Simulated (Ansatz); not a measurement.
Calculated with Ansatz (gas phase, PBE0-D4/def2-TZVP geometries, no zero-point term in ΔE). CCSD(T)/CBS adds triple-zeta CCSD(T) − MP2 to the extrapolated MP2 energy (def2 sets, frozen cores). This one scheme is used for every species. DFT in def2-TZVPP. One conformer a species, not always the lowest.

Reaction (formal exchange of groups at the Si–C bond): `C[Si](O)(F)[SiH3]` + `N=CCl` → `N=C[Si](O)(F)[SiH3]` + `CCl`

(1) Is it downhill or uphill in electronic energy at CCSD(T)/CBS, and by how much? (Best estimate.)

(2) What do these levels give: PBE-D4, B2PLYP, CCSD(T)/def2-TZVPP, HF/def2-QZVPP, MP2/def2-QZVPP, CCSD/CBS(def2)? (An estimate is asked.)

Largest T1 diagnostic among the species: 0.013.

Results:

(1) Computed: Uphill: ΔE = +34.4 kJ/mol.

(2) Ansatz gave: PBE-D4 44.0, B2PLYP 38.7, CCSD(T)/def2-TZVPP 35.4, HF/def2-QZVPP 30.6, MP2/def2-QZVPP 40.0, CCSD/CBS(def2) 33.7 kJ/mol.

In def2-TZVPP, CCSD(T) changes the Hartree–Fock value by +4.7 kJ/mol (the triples alone add +0.7 kJ/mol) and MP2 by +9.9 kJ/mol.
